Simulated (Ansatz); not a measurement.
Relaxation of C3H10BNSi (16 atoms, charge 0, multiplicity 1), to a largest force component of 0.015 eV/Å in at most 40 steps.

The calculation used RKS PBE0-D4/def2-SVP in Ansatz 0.2.0.

```xyz
16
Properties=species:S:1:pos:R:3
C 0.517 -2.076 1.004
N -0.075 -0.730 0.676
C 0.227 -0.026 -0.372
C 1.345 -0.507 -1.371
B -0.415 1.371 -0.585
Si -1.729 2.095 0.686
H 0.259 -2.750 0.186
H 1.606 -1.950 1.132
H 0.012 -2.378 1.976
H 1.053 -1.466 -1.764
H 2.250 -0.649 -0.695
H 1.518 0.230 -2.130
H -0.179 2.062 -1.522
H -2.901 1.173 0.774
H -2.183 3.387 0.239
H -1.108 2.230 2.037
```

**Question.** Where does it end, and by what steps?

**Answer.** The run converged. After 39 steps the energy has fallen by 0.984 eV; H13 moved furthest, 2.54 Å. Joined: N2–B5 (2.47 → 1.60 Å).

| step | energy less start (eV) | largest force component (eV/Å) | accepted |
| --- | --- | --- | --- |
| 0 | 0.0000 | 3.055 | yes |
| 2 | -0.4449 | 0.506 | yes |
| 4 | -0.4826 | 0.089 | yes |
| 6 | -0.4880 | 0.030 | yes |
| 8 | -0.4905 | 0.246 | yes |
| 10 | -0.4979 | 0.072 | yes |
| 12 | -0.5038 | 0.210 | yes |
| 14 | -0.5129 | 0.142 | yes |
| 16 | -0.5205 | 0.286 | yes |
| 18 | -0.5345 | 0.200 | yes |
| 20 | -0.5853 | 0.370 | yes |
| 22 | -0.7311 | 0.562 | yes |
| 24 | -0.8507 | 0.431 | yes |
| 26 | -0.8912 | 0.237 | yes |
| 28 | -0.9110 | 0.359 | yes |
| 30 | -0.9525 | 0.167 | yes |
| 32 | -0.9661 | 0.051 | yes |
| 34 | -0.9792 | 0.145 | yes |
| 36 | -0.9833 | 0.080 | yes |
| 38 | -0.9830 | 0.238 | no |
| 39 | -0.9843 | 0.005 | yes |

```xyz
16
Properties=species:S:1:pos:R:3
C 0.065 -1.954 0.881
N -0.162 -0.802 0.067
C 0.501 -0.041 -0.697
C 1.907 -0.016 -1.132
B -1.013 0.398 -0.569
Si -1.515 1.933 0.651
H -0.585 -2.778 0.548
H 1.116 -2.281 0.837
H -0.199 -1.724 1.925
H 1.942 -0.098 -2.229
H 2.523 -0.811 -0.685
H 2.339 0.967 -0.886
H -1.775 0.082 -1.466
H -2.827 1.746 1.361
H -1.627 3.245 -0.075
H -0.493 2.150 1.739
```

Time of the run: 110 s on 2 threads of Intel(R) Xeon(R) 6975P-C (Granite Rapids) (shared host), peak memory 0.39 GiB.
